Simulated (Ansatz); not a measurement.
Reaction (redistribution): `F[Si]O[SiH3]` + `N[Si](N)([SiH3])Cl` → `N[Si]F` + `N[Si]([SiH3])(Cl)O[SiH3]`

Isolated molecules relaxed with PBE0-D4/def2-TZVP in Ansatz; ΔE leaves out vibrations. CCSD(T)/CBS adds triple-zeta CCSD(T) − MP2 to the extrapolated MP2 energy (def2 sets, frozen cores). This one scheme is used for every species. Each species was taken in one conformer, which may not be the lowest.

```csv
species,MP2/def2-TZVPP energy (Eh)
`F[Si]O[SiH3]`,-754.85285
`N[Si](N)([SiH3])Cl`,-1151.41643
`N[Si]F`,-444.70175
`N[Si]([SiH3])(Cl)O[SiH3]`,-1461.57003
```

**Question.** Work out ΔE.

**Answer.** ΔE = (-444.70175) + (-1461.57003) − (-754.85285) − (-1151.41643) = -0.00250 Eh = -6.6 kJ/mol. CCSD(T)/CBS gives -7.6 kJ/mol.

Largest T1 diagnostic among the species: 0.014.
